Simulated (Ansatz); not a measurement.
Consider the redistribution: `OC(F)[SiH2]Br` + `[CH3][Sn]([F])([F])[Cl]` → `C[SiH2]C(O)F` + `[F][Sn]([F])([Cl])[Br]`.

Gas-phase electronic energies from Ansatz, PBE0-D4/def2-TZVP geometries. CCSD(T)/CBS is the MP2 limit (def2-TZVPP, def2-QZVPP) plus CCSD(T) − MP2 in def2-TZVPP, frozen cores. DFT in def2-TZVPP. B3LYP here is the variant with VWN-RPA as its local correlation; programs differ in this. def2 core potentials past Kr. For Br, Sn outer-core shells are correlated without core-valence functions, which leaves a few kJ/mol of doubt a bond. Scalar relativity is left out up to krypton. One conformer a species, not always the lowest.

```
             level  ΔE (kJ/mol)  difference from CCSD(T)/CBS
            PBE-D4          9.5                         -3.1
         r2SCAN-D4          7.9                         -4.7
           PBE0-D4          9.9                         -2.7
            B2PLYP         11.3                         -1.3
             B3LYP          9.3                         -3.3
     HF/def2-TZVPP          6.6                         -6.0
SCS-MP2/def2-TZVPP         15.8                          3.2
    MP2/def2-QZVPP         16.4                          3.8
     MP2/CBS(def2)         16.3                          3.7
    CCSD/CBS(def2)         12.5                         -0.1
       CCSD(T)/CBS         12.6                            0
```

Largest T1 diagnostic among the species: 0.013.

In def2-TZVPP, CCSD(T) changes the Hartree–Fock value by +7.7 kJ/mol (the triples alone add +0.0 kJ/mol) and MP2 by +11.5 kJ/mol.
